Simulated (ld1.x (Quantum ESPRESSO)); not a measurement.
# Before and after: TM potential for Co

```
Element                 : cobalt
Generator               : ld1.x (Quantum ESPRESSO) 7.5
Type                    : norm-conserving Troullier–Martins (Kleinman–Bylander form)
Functional              : PBE
Relativity              : non-relativistic
Frozen core             : [Ar]
Valence charge          : 9
Reference configuration : 3d7 4s2 4p0
Partial waves           : 4s (bound): rc 2.05 bohr; 4p (bound, empty): rc 0.90 bohr; 3d (bound): rc 1.55 bohr
Local potential         : the d channel
Core correction         : none
```

All-electron outer shells of the reference configuration (PBE, non-relativistic, ld1.x):

| shell | level (eV) | outermost node (bohr) | outermost maximum (bohr) |
| --- | --- | --- | --- |
| 3p | -65.10 | 0.29 | 0.68 |
| 3d | -8.51 | – | 0.66 |
| 4s | -5.36 | 0.97 | 2.35 |
| 4p | -1.31 | 1.05 | 3.25 |

Change: functional LDA (PZ).

Cutoffs: the cutoffs (Ry, on a coarse ladder) from which the occupation-weighted sum of valence levels, in a spherical-Bessel basis at the reference potential, stays within 10 and 1 mRy of its value at 400 Ry; they do not see the model core or the augmentation charge, which bear on the density cutoff. Errors are all-electron minus pseudo energies relative to the spin-unpolarised reference configuration.

**Question.** Predict the effect on cutoff, ghosts and configuration errors.

**Answer.** The potential gets neither clearly harder nor softer (110 Ry and 180 Ry → 110 Ry and 180 Ry); both files keep a bound ghost (p, s); the number of tests that count goes from 6 to 8; of the 6 tests that both files solve, the error grows in 0 and shrinks in 3 by more than 15 % and 0.3 meV (median size 92.6 → 25.8 meV).

| quantity | base | changed |
| --- | --- | --- |
| cutoff, loose | 110 Ry | 110 Ry |
| cutoff, tight | 180 Ry | 180 Ry |
| bound ghosts | s, p | s, p |
| tests counted (converged, no solver errors) | 6 of 7 | 8 of 9 |
| error for 3d7 4s1 4p0, meV [ΔE 8.88 → 9.14 eV] | +7.6 | +2.5 |
| error for 3d7 4s0 4p0, meV [ΔE 25.42 → 25.98 eV] | +79 | +17 |
| error for 3d6 4s0 4p0, meV [ΔE 61.52 → 62.39 eV] | +107 | +6.4 |
| error for 3d7.5 4s1.5 4p0, meV [ΔE -1.15 → -1.17 eV] | -35 | -35 |
| error for 3d8 4s0 4p0, meV [ΔE 5.95 → 6.17 eV] | -175 | -195 |
| error for 3d8 4s1 4p0, meV [ΔE -1.54 → -1.58 eV] | -118 | -118 |
| s: phases at 2.25 bohr within 0.05 rad from the reference energy up to (Ry; the scan ends near 5) | 2.2 | 2.2 |
| p: phases at 2.25 bohr within 0.05 rad from the reference energy up to (Ry; the scan ends near 5) | to the end of the scan | to the end of the scan |
| d: phases at 2.25 bohr within 0.05 rad from the reference energy up to (Ry; the scan ends near 5) | 1.3 | 1.2 |

Base: Tests not counted: 3d6 4s2 4p1 (solver errors, printed error -30.5 eV). The 4p radius (0.90 bohr) lies inside the outermost node of the all-electron wave (1.05 bohr), which a nodeless pseudo-wave cannot match soundly. Changed file: Tests not counted: 3d6 4s2 4p1 (solver errors, printed error -3.1 eV). The 4p radius (0.90 bohr) lies inside the outermost node of the all-electron wave (1.06 bohr), which a nodeless pseudo-wave cannot match soundly. A true bound ghost makes a file unfit for plane-wave use even where its test errors are small: the radial tests pick states by their node count and pass the ghost by. Where a test does run into it, the solver fails or the error is huge.
